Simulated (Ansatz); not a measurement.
Mulliken charges of CH₃CdCl, SMILES `[CH3][Cd][Cl]` from ωB97M-V/def2-TZVPP in Ansatz (PBE0-D4/def2-TZVP geometry).

```json
{"atom": "C1", "x (Å)": "-0.375", "y (Å)": "0.772", "z (Å)": "-0.221", "charge (e)": "-0.638"}
{"atom": "Cd2", "x (Å)": "0.517", "y (Å)": "-1.056", "z (Å)": "0.277", "charge (e)": "0.662"}
{"atom": "Cl3", "x (Å)": "1.493", "y (Å)": "-3.057", "z (Å)": "0.822", "charge (e)": "-0.440"}
{"atom": "H4", "x (Å)": "-1.189", "y (Å)": "0.603", "z (Å)": "-0.926", "charge (e)": "0.139"}
{"atom": "H5", "x (Å)": "-0.770", "y (Å)": "1.244", "z (Å)": "0.679", "charge (e)": "0.139"}
{"atom": "H6", "x (Å)": "0.366", "y (Å)": "1.429", "z (Å)": "-0.677", "charge (e)": "0.139"}
```

Question: By hand: the dipole of these point charges (1 e Å = 4.8032 D).

Answer: Σ q r = (-0.297, 0.609, -0.166) e Å, of length 0.698 e Å = 3.35 D.

Question: How does the dipole of the full density compare? (Estimate.)

Answer: Ansatz gave: (-0.271, 0.555, -0.151) e Å, 3.05 D; the point charges give 1.10 times that, at 0° from its direction.

Point charges leave out the atoms' own dipoles, such as those of lone pairs, and Mulliken's split depends on the basis, so the close match here is no proof of good charges.
